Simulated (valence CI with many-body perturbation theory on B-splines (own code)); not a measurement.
# Sr¹⁷⁺ in brief

Level of theory: configuration interaction combined with many-body perturbation theory (CI+MBPT): three valence electrons over a frozen Dirac-Fock core [Ar], radial functions for each j: 7 s, 7 p, 8 d, 6 f, 4 g, 1 h, with the one-electron correlation potential Σ1 (screened to all orders), the two-electron term Σ2, the three-electron term Σ3, Breit, model QED; selected single and double excitations, second order for the rest, scaled by the run's own slope (own B-spline code, finite nucleus).

No measured levels were compared; by estimate terms of the open shell hold to 2 to 4 % of their energy, and close levels can change places. Only levels of the ground parity were solved; by the run's estimate the other parity begins above the list, which can be wrong where configurations are misplaced.

Names give the largest LS component (configuration and term), which can be under half, so a name can repeat, a term be missing and a line seem to break the LS rules; names also repeat where a configuration has a term twice.

Rates and lifetimes use the calculated energies. Strong lines usually hold to 10 to 20 %, long lifetimes can be off by a factor of two.

What is the ground level?

3d³ ⁴F_3/2, composition 95 % 3d³ ⁴F + 5 % 3d³ ²D, g = 0.420.

How is the term ⁴F of the ground level split?

J = 3/2 at 0.0, J = 5/2 at 8580, J = 7/2 at 17698, J = 9/2 at 26375 cm⁻¹.

How well does LS coupling describe the low levels?

Among the lowest 19 levels the leading LS term, summed over configurations, holds 85 % on average. For single configurations the figures are 85 % in LS and 70 % in jj coupling. Terms mix most in the J = 9/2 level at 62571 cm⁻¹, where the leading one holds 51 %.

What is the ionisation energy?

665.85 eV; NIST lists 665 ± 3 eV (theoretical).
